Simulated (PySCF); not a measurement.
Nd2H6 at several levels of theory

Computed with PySCF 2.14.0 (density fitting, no spin-orbit coupling) at the geometry relaxed with B3LYP:

```xyz
8
Nd2H6 (singlet in the valence; each metal's 4f electrons, 3 of them, lie in its core potential, out of spins and levels)
Nd    0.0000    0.0000    1.8516
Nd    0.0000    0.0000   -1.8516
H     1.2807    0.0000    0.0000
H    -1.2807    0.0000    0.0000
H     0.0000    1.7335    2.9699
H     0.0000   -1.7335    2.9699
H     0.0000    1.7335   -2.9699
H     0.0000   -1.7335   -2.9699
```

| level | basis | state | HOMO (eV) | gap (eV) | charge on Nd1 (e) | population of f-type functions on Nd1 (polarisation alone where 4f lies in the core) | dipole about the centre of mass (D) | largest force component (eV/Å) |
| --- | --- | --- | --- | --- | --- | --- | --- | --- |
| B3LYP | Nd lcecp-1-SVP with ECP49, H def2-SVP | singlet | -6.68 | 4.21 | 0.74 | 0.02 | 0.00 | 0.00 |
| PBE | the same | singlet | -5.66 | 2.65 | 0.63 | 0.02 | 0.00 | 0.11 |
| B3LYP | Nd lcecp-1-TZVP with ECP49, H def2-TZVP | singlet | -6.71 | 4.24 | 0.98 | 0.03 | 0.00 | 0.06 |

In the lcecp rows the 4f levels are missing from HOMO and gap, and the state counts the valence alone.

Charges are Mulliken's, which hang on the basis. The relaxation used the grid (50, 194), these runs (75, 302) or, all-electron (x2c bases, spin-free X2C Hamiltonian), (99, 590).

Task: A further run in the first row's basis gives HOMO (eV) -5.77, gap (eV) 2.74, charge on Nd1 (e) 0.66, population of f-type functions on Nd1 (polarisation alone where 4f lies in the core) 0.02, dipole about the centre of mass (D) 0.00, largest force component (eV/Å) 0.11. Which level was it?
A. TPSSh
B. HF
C. BP86

Result: C. The others give HOMO -6.33 eV (TPSSh); -9.82 eV (HF).

In the first row's basis the gap widens with exact exchange: 2.6 to 2.7 eV for PBE, BP86 (none); 3.8 to 4.2 eV for TPSSh, B3LYP (a fixed share); 10.3 eV for Hartree–Fock (rising or full at long range).

An lcecp potential fixes the number of 4f electrons, so in runs with it no electron can move into or out of that shell.
